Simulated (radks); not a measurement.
Results of a calculation; reference values are marked as such.
These are the eigenvalues of the occupied orbitals of an atom or ion with whole-number occupations (hartree). Level of theory: Dirac Kohn-Sham, PBE, spin-unpolarised, spherical densities, point nucleus (a radial shooting solver on a logarithmic mesh with Libxc functionals).

| orbital | eigenvalue |
|---|---|
| 1s1/2 | -3052.675 |
| 2s1/2 | -541.1475 |
| 2p1/2 | -519.1299 |
| 2p3/2 | -447.5386 |
| 3s1/2 | -128.9364 |
| 3p1/2 | -119.0422 |
| 3p3/2 | -103.1843 |
| 3d3/2 | -86.84724 |
| 3d5/2 | -83.45037 |
| 4s1/2 | -28.89752 |
| 4p1/2 | -24.65883 |
| 4p3/2 | -20.82988 |
| 4d3/2 | -13.91436 |
| 4d5/2 | -13.20068 |
| 5s1/2 | -5.03749 |
| 4f5/2 | -4.30302 |
| 4f7/2 | -4.14895 |
| 5p1/2 | -3.64177 |
| 5p3/2 | -2.97156 |
| 5d3/2 | -1.10039 |
| 5d5/2 | -1.02977 |

Which element is it, and in what charge state? The configuration may be excited. Open shells, if any, are shared by 2j + 1.

Answer. Z = 80, mercury, charge +2: Hg2+ in [Xe] 4f14 5d10. The list shows which subshells hold electrons but not how many an open one holds; the 1s level, -3052.7 hartree, gives Z - s = 78.1 by -(Z - s)^2/2, which with screening and relativity narrows Z to a few neighbours, and the depths of the outer levels then fix element, charge and occupations together.
